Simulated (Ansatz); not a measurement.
Coupled-cluster diagnostics for the cluster Mg2Se2⁺ (the lowest doublet isomer of a short search), Ansatz.

Geometry of the doublet (r2SCAN-D4/def2-SVP):

```xyz
4

Mg   -0.891    0.633    0.972
Mg    0.891   -0.633   -0.973
Se   -0.962   -1.760    0.265
Se    0.962    1.760   -0.264
```

Correlated methods freeze 20 core orbitals; core or outer-core shells of Mg, Se are correlated, in sets that lack core-valence functions. In CCSD on the charge 1 quartet the largest single amplitude is 0.40, so its Hartree–Fock determinant may place the open shell otherwise than the density functionals do. The structure comes from a short search, and lower isomers may exist.

Geometry of the charge 1 quartet (r2SCAN-D4/def2-SVP):

```xyz
4

Mg    0.876   -1.093    0.986
Mg   -0.876    1.093   -0.986
Se    0.744    1.539    1.044
Se   -0.745   -1.539   -1.044
```

Task: Estimate the CCSD(T) correlation energy, the shares of MP2 and (T), T1 and the reference's ⟨S²⟩ for: charge 1, doublet, own geometry in def2-SVP; charge 1, quartet, own geometry in def2-SVP; and the rough time on 4 threads of Arm Neoverse V1 on a shared host.

Result: 
| state | basis | correlation (eV) | MP2 share (%) | (T) share (%) | T1 | ⟨S²⟩ (pure) | wall time |
| --- | --- | --- | --- | --- | --- | --- | --- |
| charge 1, doublet, own geometry | def2-SVP | -14.247 | 94.6 | 3.4 | 0.037 | 0.76 (0.75) | 33 s |
| charge 1, quartet, own geometry | def2-SVP | -13.506 | 93.7 | 2.9 | 0.041 | 3.77 (3.75) | 14 s |
Customary marks for T1 are 0.02 (closed shells), 0.045 (open shells) and about 0.05 (3d metals). T1 exceeds 0.02 in 2 of 2 rows and 0.045 in 0; the higher it lies, the less the single-reference result can be trusted.
